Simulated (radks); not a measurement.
Q: P III, 13 electrons, occupied as [Ne] 3s2 3p1 (the NIST ground configuration). Calculated with a radial shooting solver on a logarithmic mesh with Libxc functionals: Dirac Kohn-Sham, BLYP, spin-unpolarised, spherical densities, finite nucleus; open shells fill j = l - 1/2 first; Fermi nuclear charge, rms radius 3.1889 fm. Some entries of the table are withheld. Estimate them.

orbital  occ.  eigenvalue (eV)  r(max) (bohr)  <r^2> (bohr^2)
1s1/2       2        -2109.552        0.06763         0.01444
2s1/2       2        -197.3092         0.4186          0.3219
2p1/2       2        -148.6989         0.3520          0.2928
2p3/2       4        -147.7757         0.3537          0.2954
3s1/2       2         -33.8247            (1)           3.482
3p1/2       1         -24.2056          1.664             (2)
3p3/2       0         -24.1250          1.669             (3)

A: 
(1) 3s1/2 r(max) (bohr): 1.504
(2) 3p1/2 <r^2> (bohr^2): 4.525
(3) 3p3/2 <r^2> (bohr^2): 4.550
